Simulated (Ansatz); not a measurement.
The cluster BeF₂. The state is a singlet with charge 0. Geometry PBE0-D4/def2-TZVP.

```tsv
atom	x (Å)	y (Å)	z (Å)
Be1	0.000	0.000	0.003
F2	-1.323	0.379	-0.066
F3	1.323	-0.379	0.063
```

The structure comes from a short search, and lower isomers may exist.

(1) Estimate the orbital energies around the gap (eV) in Ansatz with HF/6-31G, PBE-D4/def2-SVP, PBE-D4/def2-TZVPD, revPBE-D4/def2-TZVP, PBE0-D4/def2-TZVPD.

## Answers

(1) 
```csv
orbital,HF/6-31G,PBE-D4/def2-SVP,PBE-D4/def2-TZVPD,revPBE-D4/def2-TZVP,PBE0-D4/def2-TZVPD
HOMO−9,-714.98,-659.73,-659.78,-659.91,-673.66
HOMO−8,-129.60,-106.21,-105.75,-105.90,-111.68
HOMO−7,-42.72,-28.49,-29.24,-29.13,-32.81
HOMO−6,-42.51,-28.26,-29.00,-28.90,-32.58
HOMO−5,-18.83,-11.17,-11.49,-11.30,-13.62
HOMO−4,-18.45,-10.89,-11.21,-11.02,-13.31
HOMO−3,-17.79,-10.19,-10.42,-10.22,-12.45
HOMO−2,-17.79,-10.19,-10.42,-10.22,-12.45
HOMO−1,-16.98,-9.40,-9.78,-9.59,-11.81
HOMO,-16.98,-9.40,-9.78,-9.59,-11.81
LUMO,2.95,-1.23,-1.44,-1.35,-0.74
LUMO+1,4.15,0.34,0.03,0.41,0.59
LUMO+2,4.15,0.34,0.03,0.41,0.59
LUMO+3,7.73,2.73,0.69,2.31,1.02
LUMO+4,11.60,4.80,1.85,2.41,2.45
LUMO+5,11.60,4.81,1.85,5.07,2.45
```
